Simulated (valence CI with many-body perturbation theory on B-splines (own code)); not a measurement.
Energy levels of W61+

Level of theory: relativistic CI+MBPT: three valence electrons over a frozen Dirac-Fock core [Ne], a basis of 11 s, 11 p, 9 d, 7 f, 5 g, 2 h, 1 i functions for each j, with the one-electron correlation potential Σ1 (screened to all orders), the two-electron term Σ2, the three-electron term Σ3, Breit, model QED; selected single and double excitations, second order for the rest (own B-spline code, finite nucleus).

The last digits are not significant, and no measured levels were compared; by estimate large intervals hold to a few tenths of a per cent, small ones and those within an open d or f shell to about a per cent.

Levels 1 to 45 of 68, with energies above the lowest level, (3s^2 3p1/2) J=1/2. "Leading %" is the weight of the configuration and term that name the level; weights of strongly mixed levels are sums over their largest components and can fall short. In the jj column 3d3/2^4 stands for four electrons in 3d with j = 3/2. Lifetimes count E1, E2, E3, M1 and M2 decay at the calculated energies, and are blank where another channel may lead or the interval is too uncertain; long ones can be off by a factor of two.

```
No.  Configuration  Term    J  E (Ry)  Leading %  Lifetime      g                Leading jj
  1          3s²3p   ²P°  1/2   0.000        100            0.647        3s^2 3p1/2 (100 %)
  2          3s3p²    ⁴P  1/2  12.309         52   26.4 ps  2.106         3s 3p1/2^2 (99 %)
  3          3s²3p   ²P°  3/2  26.720         99   2.01 ns  1.320         3s^2 3p3/2 (99 %)
  4          3s3p²    ⁴P  3/2  36.800         89   71.8 ps  1.627     3s 3p1/2 3p3/2 (99 %)
  5          3s3p²    ²D  5/2  38.136         61   71.7 ps  1.335     3s 3p1/2 3p3/2 (98 %)
  6          3s3p²    ²D  3/2  39.684         50   1.26 ps  0.968     3s 3p1/2 3p3/2 (81 %)
  7          3s3p²    ²P  1/2  40.425         69    358 fs  1.262     3s 3p1/2 3p3/2 (99 %)
  8          3s²3d    ²D  3/2  43.908         80    274 fs  0.827         3s^2 3d3/2 (80 %)
  9          3s²3d    ²D  5/2  49.295         97   3.51 ps  1.195         3s^2 3d5/2 (97 %)
 10            3p³   ²P°  3/2  51.742         27   2.76 ps  1.051      3p1/2^2 3p3/2 (56 %)
 11         3s3p3d   ⁴F°  3/2  52.723         56   2.64 ps  0.732     3s 3p1/2 3d3/2 (69 %)
 12         3s3p3d   ⁴F°  5/2  53.619         43   36.5 ps  1.020     3s 3p1/2 3d3/2 (98 %)
 13         3s3p3d   ⁴D°  1/2  55.567         57    427 fs  0.398     3s 3p1/2 3d3/2 (99 %)
 14         3s3p3d   ⁴D°  3/2  56.060         32    298 fs  1.281     3s 3p1/2 3d3/2 (85 %)
 15         3s3p3d   ⁴P°  5/2  59.664         38   3.58 ps  1.349    3s 3p1/2 3d5/2 (100 %)
 16         3s3p3d   ⁴F°  7/2  60.706         42   4.74 ps  1.236     3s 3p1/2 3d5/2 (99 %)
 17         3s3p3d   ²F°  5/2  61.461         51   3.94 ps  1.035     3s 3p1/2 3d5/2 (98 %)
 18         3s3p3d   ²D°  3/2  61.819         37   1.52 ps  1.109     3s 3p1/2 3d5/2 (91 %)
 19          3s3p²    ⁴P  5/2  64.408         60   1.43 ps  1.429         3s 3p3/2^2 (99 %)
 20          3s3p²    ²S  1/2  67.152         68    500 fs  1.923         3s 3p3/2^2 (99 %)
 21          3p²3d    ²D  3/2  67.349         35   1.48 ps  0.831      3p1/2^2 3d3/2 (86 %)
 22          3s3p²    ²P  3/2  67.706         54    282 fs  1.134         3s 3p3/2^2 (85 %)
 23          3p²3d    ²D  5/2  74.521         33   3.10 ps  1.191      3p1/2^2 3d5/2 (98 %)
 24            3p³   ²D°  5/2  77.971         68    749 fs  1.172      3p1/2 3p3/2^2 (68 %)
 25            3p³   ⁴S°  3/2  78.328         49    314 fs  1.420      3p1/2 3p3/2^2 (92 %)
 26            3p³   ²P°  1/2  79.577         80    410 fs  0.745      3p1/2 3p3/2^2 (80 %)
 27         3s3p3d   ⁴D°  3/2  80.367         43    449 fs  1.284     3s 3p3/2 3d3/2 (97 %)
 28         3s3p3d   ⁴P°  1/2  80.499         79    581 fs  2.130     3s 3p3/2 3d3/2 (95 %)
 29         3s3p3d   ⁴D°  5/2  80.674         40    335 fs  1.218     3s 3p3/2 3d3/2 (78 %)
 30         3s3p3d   ⁴F°  7/2  80.879         42    608 fs  1.227     3s 3p3/2 3d3/2 (94 %)
 31         3s3p3d   ²D°  3/2  82.931         61    234 fs  0.984     3s 3p3/2 3d3/2 (89 %)
 32         3s3p3d   ²F°  5/2  83.885         66    202 fs  0.961     3s 3p3/2 3d3/2 (90 %)
 33         3s3p3d   ²P°  1/2  84.287         64    181 fs  0.609     3s 3p3/2 3d3/2 (85 %)
 34         3s3p3d   ⁴F°  9/2  84.896        100   4.66 ns  1.320    3s 3p3/2 3d5/2 (100 %)
 35         3s3p3d   ²D°  5/2  86.567         46   1.30 ps  1.339     3s 3p3/2 3d5/2 (97 %)
 36         3s3p3d   ²F°  7/2  87.213         57   1.88 ps  1.240     3s 3p3/2 3d5/2 (95 %)
 37         3s3p3d   ²P°  3/2  87.458         41   1.21 ps  1.147     3s 3p3/2 3d5/2 (90 %)
 38         3s3p3d   ²F°  7/2  88.630         71    420 fs  1.196     3s 3p3/2 3d5/2 (99 %)
 39         3s3p3d   ²P°  1/2  89.315         83   1.35 ps  0.713     3s 3p3/2 3d5/2 (93 %)
 40         3s3p3d   ²P°  3/2  90.106         76    345 fs  1.300     3s 3p3/2 3d5/2 (99 %)
 41         3s3p3d   ²D°  5/2  90.275         63    345 fs  1.113     3s 3p3/2 3d5/2 (95 %)
 42          3p²3d    ²F  5/2  92.178         49    913 fs  0.941  3p1/2 3p3/2 3d3/2 (92 %)
 43          3p²3d    ⁴F  3/2  92.760         41    527 fs  0.902  3p1/2 3p3/2 3d3/2 (98 %)
 44          3p²3d    ⁴D  1/2  92.965         81    481 fs  0.168  3p1/2 3p3/2 3d3/2 (99 %)
 45          3p²3d    ²G  7/2  93.289         51    624 fs  1.020  3p1/2 3p3/2 3d3/2 (96 %)
```

The ionisation energy to 3s² ¹S0 of the next ion comes out as 6726 eV (NIST: 6735 ± 7 eV (semi-empirical)). All 68 levels together are meant to be complete up to 107.304 Ry.
